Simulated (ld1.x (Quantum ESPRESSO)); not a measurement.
**Varying the TM potential for platinum**

Base potential:

```json
{
 "Element": "platinum (Pt)",
 "Generator": "ld1.x (Quantum ESPRESSO) 7.5",
 "Type": "norm-conserving Troullier–Martins (Kleinman–Bylander form)",
 "Functional": "LDA (PZ)",
 "Relativity": "fully relativistic",
 "Frozen core": "[Xe] 4f14",
 "Valence charge": "10",
 "Reference configuration": "5d8 6s2 6p0",
 "Partial waves": "6s (bound): rc 2.10 bohr; 5d (bound): rc 1.85 bohr; 6p (bound, empty): rc 2.60 bohr",
 "Local potential": "the p channel",
 "Core correction": "a·sin(br)/r model core, default radius (core density twice the valence density)"
}
```

Open shells are filled in proportion to 2j + 1 (rel_dist='average').

All-electron outer shells of the reference configuration (LDA (PZ), scalar-relativistic, ld1.x):

```json
{"shell": "4f", "level (eV)": "-73.31", "outermost node (bohr)": "–", "outermost maximum (bohr)": "0.38"}
{"shell": "5p", "level (eV)": "-58.83", "outermost node (bohr)": "0.53", "outermost maximum (bohr)": "0.98"}
{"shell": "5d", "level (eV)": "-8.25", "outermost node (bohr)": "0.57", "outermost maximum (bohr)": "1.24"}
{"shell": "6s", "level (eV)": "-6.78", "outermost node (bohr)": "1.14", "outermost maximum (bohr)": "2.32"}
{"shell": "6p", "level (eV)": "-1.30", "outermost node (bohr)": "1.35", "outermost maximum (bohr)": "3.38"}
```

Cutoffs, loose and tight: the cutoffs (Ry, on a coarse ladder) from which the occupation-weighted sum of valence levels, in a spherical-Bessel basis at the reference potential, stays within 10 and 1 mRy of its value at 400 Ry. They do not see the model core or the augmentation charge, which bear on the density cutoff. Test errors are all-electron minus pseudo excitation energies from the reference, over the configurations 5d9 6s1 6p0; 5d9 6s0 6p0; 5d8 6s0 6p0; 5d8 6s1 6p0; 5d9.5 6s0.5 6p0; 5d9 6s0.5 6p0; 5d6 6s0 6p0. A dash means not determined; rows that change the core or the reference have their own tests.

A true bound ghost makes a file unfit for plane-wave use even where its test errors are small: the radial tests pick states by their node count and pass the ghost by.

```tsv
change	outcome	cutoff, loose	cutoff, tight	bound ghosts	largest test error (meV)
base	generated	40 Ry	50 Ry	none	-867
wave 6p (bound): rc 2.60 bohr becomes 6p (bound): rc 2.70 bohr	generated	40 Ry	50 Ry	none	-867
wave 6p (bound): rc 2.60 bohr becomes 6p (bound): rc 3.00 bohr	generated	40 Ry	50 Ry	none	-865
wave 6p (bound): rc 2.60 bohr becomes 6p (bound): rc 3.28 bohr	generated	40 Ry	50 Ry	none	-879
wave 6p (bound): rc 2.60 bohr becomes 6p (bound): rc 3.54 bohr	generated	40 Ry	50 Ry	none	-901
wave 6p (bound): rc 2.60 bohr becomes 6p (bound): rc 3.94 bohr	generated	40 Ry	50 Ry	none	-938
```

Question: What comes out with this change to the base: wave 6p (bound): rc 2.60 bohr becomes 6p (bound): rc 2.32 bohr?

Answer: outcome: generated; cutoff, loose: 40 Ry; cutoff, tight: 50 Ry; bound ghosts: s; largest test error (meV): -827.

Question: What comes out with this change to the base: wave 6p (bound): rc 2.60 bohr becomes 6p (bound): rc 2.04 bohr?

Answer: outcome: generated; cutoff, loose: 40 Ry; cutoff, tight: 50 Ry; bound ghosts: s; largest test error (meV): -692.

Question: What comes out with this change to the base: wave 6p (bound): rc 2.60 bohr becomes 6p (bound): rc 1.62 bohr?

Answer: outcome: generated; cutoff, loose: 45 Ry; cutoff, tight: 55 Ry; bound ghosts: s; largest test error (meV): -637.

Reading the sweep of the p radius (base included, trends over the rows without a ghost): The loose cutoff stays near 40 Ry. The median size of the test errors (rows with all tests solved) stays near 114.6 meV. Bound ghosts are found at 1.62, 2.04, 2.32 bohr.
